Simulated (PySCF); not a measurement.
## Lu⁺ (lutetium, charge +1): UHF calculation

Configuration: [Xe] 4f14 5d2, high-spin 3F determinant (an excited configuration). Computed with PySCF 2.14 in x2c-TZVPPall, with the spin-free X2C one-electron Hamiltonian (Gaussian nucleus).

| Property | Result |
| --- | --- |
| Total energy | -14558.056601 hartree |
| One-electron energy | -19985.9752 hartree |
| Hartree (Coulomb) energy | 5728.2482 hartree |
| Exchange energy | -300.3296 hartree |
| ⟨S²⟩ | 2.0049 |
| ⟨L²⟩ | 12.037 |
| Sum of ⟨r⟩ | 39.75 bohr |
| Sum of ⟨r²⟩ | 49.45 bohr² |
| Langevin diamagnetic susceptibility | -39.2 ×10⁻⁶ cm³/mol |

```csv
shell,electrons,mean orbital energy (eV),spread (eV),"rms radius, mean of both spins (bohr)"
1s β,1,-63647.2,0,0.0219
1s α,1,-63647.2,0,0.0219
2s α,1,-10971.8,0,0.0884
2s β,1,-10971.7,0,0.0884
2p α,3,-9673.3,0,0.0801
2p β,3,-9673.2,0,0.0801
3s β,1,-2548.0,0,0.227
3s α,1,-2548.0,0,0.227
3p β,3,-2149.6,0,0.228
3p α,3,-2149.5,0,0.228
3d α,5,-1657.2,0.104,0.208
3d β,5,-1657.2,0.030,0.208
4s β,1,-540.19,0,0.509
4s α,1,-540.19,0,0.509
4p α,3,-406.54,0,0.541
4p β,3,-406.54,0,0.541
4d α,5,-226.46,0.265,0.592
4d β,5,-226.41,0.095,0.592
5s α,1,-78.310,0,1.27
5s β,1,-77.307,0,1.27
5p α,3,-44.857,0,1.51
5p β,3,-42.951,0,1.51
4f α,7,-26.943,0.040,0.802
4f β,7,-26.868,0.168,0.802
5d α,2,-10.683,0,2.90
```

Spin-orbit coupling, absent here, splits the open shell strongly.

Densities and radii are taken from the X2C orbitals without a picture-change correction, which distorts them close to the nucleus.

Spin-orbit constants ζ (cm⁻¹) from the X2C one-electron operator on these orbitals: bare nucleus, nucleus screened by l(l+1)(2l+1)/3 electrons, and screened by the Breit-Pauli mean field of the electrons.

```csv
shell,bare,screened nucleus,mean field
2p,5689000,5529000,n/a
3p,1226000,1192000,n/a
3d,191900,164900,n/a
4p,273900,266200,n/a
4d,36510,31370,n/a
4f,5696,3450,n/a
5p,31500,30620,n/a
5d,1226,1053,n/a
```

To first order the Landé constant is A = 526.5 cm⁻¹, so the lowest level has J = 2 and lies 0.261 eV below the centre of the term. This holds in LS coupling only.
